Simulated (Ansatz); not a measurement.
Z-matrix (Å, degrees):
```
C
Ga 1 1.991
H 1 1.090 2 112.9
H 1 1.094 2 108.9 3 121.4
H 1 1.094 2 108.9 3 -121.4
Si 2 2.454 1 122.9 3 -179.9
H 6 1.491 2 108.6 1 122.6
H 6 1.494 2 116.8 1 0.7
H 6 1.491 2 108.5 1 -121.0
```

Charge 0, multiplicity 2.

Question: List the PBE0/def2-TZVPP orbital energies in eV (the Gaussian-basis code of Ansatz). (Best estimate.)

Answer: Computed: α occupied: -10147.02, -1802.27, -1252.86, -1109.03, -1108.98, -1108.92, -277.85, -151.11, -144.63, -104.08, -103.91, -103.77, -99.30, -99.27, -99.27, -23.17, -23.11, -23.01, -22.98, -22.88, -19.18, -14.92, -11.34, -11.27, -11.10, -9.66, -9.63, -7.62, -5.11. α empty: -1.88, 0.36, 1.04, 1.27, 1.55, 1.91, 2.98, 3.32. β occupied: -10146.99, -1802.25, -1252.85, -1109.03, -1108.94, -1108.91, -277.81, -151.07, -144.60, -104.06, -103.83, -103.75, -99.25, -99.25, -99.23, -23.11, -23.03, -22.98, -22.90, -22.81, -19.05, -14.75, -11.25, -11.22, -10.56, -9.62, -9.55, -7.26. β empty: -2.21, -1.50, 0.52, 1.41, 1.50, 1.65, 2.04, 3.14. ⟨S²⟩ = 0.753.
